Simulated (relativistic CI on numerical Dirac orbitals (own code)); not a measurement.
**Radial parameters of Pt36+**

Computed by Dirac-Coulomb-Breit CI, separate exchange-only KLI orbitals for each configuration, QED by a radiative potential, unscaled Slater integrals (own radial code, finite nucleus).

Slater integrals F^k, G^k are unscaled and averaged over j, outside the closed core [Ar] 3d10; ζ comes from projecting the Hamiltonian with its Breit term on Σ l·s of the shell.

- 4s²4p⁶4d⁶: F^2(4d,4d) = 251070, F^4(4d,4d) = 170910, ζ(4d) = 75206 cm⁻¹; <r>(4d) = 0.3997, <r^2>(4d) = 0.1826 (bohr units).
- 4s²4p⁶4d⁵4f: F^2(4d,4d) = 250920, F^4(4d,4d) = 170800, ζ(4d) = 75131, F^2(4d,4f) = 252490, F^4(4d,4f) = 164360, G^1(4d,4f) = 258090, G^3(4d,4f) = 178680, G^5(4d,4f) = 131520, ζ(4f) = 13554 cm⁻¹; <r>(4d) = 0.4, <r^2>(4d) = 0.1829, <r>(4f) = 0.3752, <r^2>(4f) = 0.1597 (bohr units).
- 4s²4p⁵4d⁷: ζ(4p) = 613100, F^2(4d,4d) = 251000, F^4(4d,4d) = 170860, F^2(4p,4d) = 252390, G^1(4p,4d) = 313260, G^3(4p,4d) = 200550, ζ(4d) = 74938 cm⁻¹; <r>(4p) = 0.3971, <r^2>(4p) = 0.1786, <r>(4d) = 0.3997, <r^2>(4d) = 0.1827 (bohr units).

(1) Give the Racah parameters of the d shell in 4s²4p⁶4d⁶.

Averages of the first 10 configurations, taken without configuration mixing, which lowers the lowest level and can move excited configurations by several eV; other configurations of the list can lie among them:

```csv
Configuration,Parity,States,Average energy above the lowest level (eV)
4s²4p⁶4d⁶,even,210,42.5
4s²4p⁶4d⁵4f,odd,3528,272.0
4s²4p⁵4d⁷,odd,720,283.9
4s²4p⁴4d⁸,even,675,528.7
4s4p⁶4d⁷,even,240,481.3
4p⁶4d⁸,even,45,924.9
4s4p⁶4d⁶4f,odd,5880,708.5
4s4p⁵4d⁸,odd,540,721.0
4s²4p⁶4d⁵5s,even,504,547.2
4s²4p⁶4d⁵5d,even,2520,733.3
```

## Answers

(1) B = F²/49 − 5F⁴/441 = 3186 cm⁻¹ and C = 35F⁴/441 = 13564 cm⁻¹.
